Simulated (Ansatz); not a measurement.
Cartesian coordinates in Å:
```
B -1.988 0.435 0.041
O -0.936 0.211 -0.764
C 0.073 -0.729 -0.433
Si 1.660 0.156 0.071
Br 1.232 1.376 1.875
H -2.132 -0.215 1.041
H -2.754 1.284 -0.306
H 0.272 -1.345 -1.316
H -0.257 -1.394 0.374
H 2.131 1.066 -0.997
H 2.699 -0.845 0.413
```

Charge 0, multiplicity 1.

(1) List the ωB97M-V/def2-TZVPP orbital energies in eV (Ansatz). (Best estimate.)

## Answers

(1) Computed: Occupied: -13156.81, -1808.11, -1709.14, -1537.33, -1537.28, -1537.28, -527.13, -283.14, -241.99, -188.26, -181.66, -181.49, -181.48, -149.12, -103.28, -103.20, -103.20, -75.04, -74.99, -74.98, -74.84, -74.84, -32.25, -24.62, -22.72, -18.22, -17.68, -16.22, -14.73, -14.64, -13.15, -12.84, -12.40, -11.49, -11.14, -10.77, -10.58. Lowest empty: 1.35, 1.63, 2.22, 2.86, 3.06, 3.21, 3.46, 3.62.
